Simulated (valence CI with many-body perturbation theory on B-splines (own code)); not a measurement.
## Pd V: calculated level list

Method: configuration interaction combined with many-body perturbation theory (CI+MBPT): six valence electrons over a frozen Dirac-Fock core [Kr], radial functions for each j: 7 s, 7 p, 8 d, 6 f, 4 g, 1 h, with the one-electron correlation potential Σ1, the two-electron term Σ2, the three-electron term Σ3, Breit, model QED; selected CI, second order for the rest, scaled by the run's own slope (own B-spline code, finite nucleus).

No measured spectrum was set against this ion. As an estimate, terms of the open shell hold to 2 to 4 % of their energy, and close levels can change places; different configurations can be misplaced against each other by 1,000 to 8,000 cm⁻¹. Among the levels kept, up to 1100 cm⁻¹ of a level comes from second order outside the variational space, and about a tenth of that is noise between levels of different J, which matters for small intervals. Only levels of the ground parity were solved; by the run's estimate the other parity begins above the list, which can be wrong where configurations are misplaced.

Levels 1 to 29 of 29, with energies above the lowest level, 4d6 5D_4. "Leading %" is the weight of the configuration and term that name the level; weights of strongly mixed levels are sums over their largest components and can fall short. In the jj column 3d3/2^4 stands for four electrons in 3d with j = 3/2. Lifetimes count E1, E2, E3, M1 and M2 decay at the calculated energies, and are blank where another channel may lead or the interval is too uncertain; long ones can be off by a factor of two.

```
No.  Configuration  Term  J  E (cm⁻¹)  Leading %  Lifetime              Leading jj
  1            4d6    5D  4       0.0         96            4d3/2^3 4d5/2^3 (46 %)
  2            4d6    5D  3      2045         97    3.40 s  4d3/2^3 4d5/2^3 (57 %)
  3            4d6    5D  2      3134         95    12.3 s  4d3/2^2 4d5/2^4 (56 %)
  4            4d6    5D  1      3900         95    24.2 s  4d3/2^3 4d5/2^3 (52 %)
  5            4d6    5D  0      4274         95     121 s  4d3/2^2 4d5/2^4 (68 %)
  6            4d6    3H  4     18836         48    364 ms  4d3/2^4 4d5/2^2 (49 %)
  7            4d6    3H  6     19082         94   19000 s  4d3/2^3 4d5/2^3 (78 %)
  8            4d6    3H  5     19467         77    34.4 s  4d3/2^3 4d5/2^3 (80 %)
  9            4d6    3P  2     20033         90   95.3 ms  4d3/2^4 4d5/2^2 (43 %)
 10            4d6    3F  3     22299         72    184 ms  4d3/2^3 4d5/2^3 (67 %)
 11            4d6    3F  4     22332         51    154 ms  4d3/2^2 4d5/2^4 (79 %)
 12            4d6    3F  2     23181         93    343 ms  4d3/2^3 4d5/2^3 (49 %)
 13            4d6    3G  5     24761         77    583 ms  4d3/2^2 4d5/2^4 (80 %)
 14            4d6    3P  1     25715         87   66.6 ms    4d3/2 4d5/2^5 (55 %)
 15            4d6    3G  4     26371         73    451 ms  4d3/2^2 4d5/2^4 (36 %)
 16            4d6    3P  0     26514         76   81.3 ms  4d3/2^3 4d5/2^3 (50 %)
 17            4d6    3G  3     26905         72    335 ms  4d3/2^2 4d5/2^4 (70 %)
 18            4d6    1I  6     29978         94    383 ms  4d3/2^2 4d5/2^4 (78 %)
 19            4d6    3D  2     30078         86    270 ms  4d3/2^2 4d5/2^4 (48 %)
 20            4d6    3D  1     30625         89    182 ms  4d3/2^2 4d5/2^4 (63 %)
 21            4d6    3D  3     30672         94    142 ms  4d3/2^3 4d5/2^3 (54 %)
 22            4d6    1G  4     33292         84   94.7 ms  4d3/2^2 4d5/2^4 (42 %)
 23            4d6    1S  0     38064         70   56.0 ms  4d3/2^2 4d5/2^4 (35 %)
 24            4d6    1D  2     38208         85   92.8 ms  4d3/2^2 4d5/2^4 (33 %)
 25            4d6    1F  3     41368         85    288 ms  4d3/2^3 4d5/2^3 (78 %)
 26            4d6    3P  0     46923         88            4d3/2^4 4d5/2^2 (40 %)
 27            4d6    3P  1     48075         97            4d3/2^3 4d5/2^3 (75 %)
 28            4d6    3F  4     49540         93            4d3/2^2 4d5/2^4 (58 %)
 29            4d6    3F  2     49663         96   65.7 ms  4d3/2^2 4d5/2^4 (67 %)
```

Names give the largest LS component (configuration and term), which can be under half, so a name can repeat, a term be missing and a line seem to break the LS rules; names also repeat where a configuration has a term twice.

The ionisation energy to 4d5 6S_5/2 of the next ion comes out as 62.416 eV (NIST: 61 ± 1.9 eV (theoretical)). All 29 levels together are meant to be complete up to 49908 cm⁻¹.
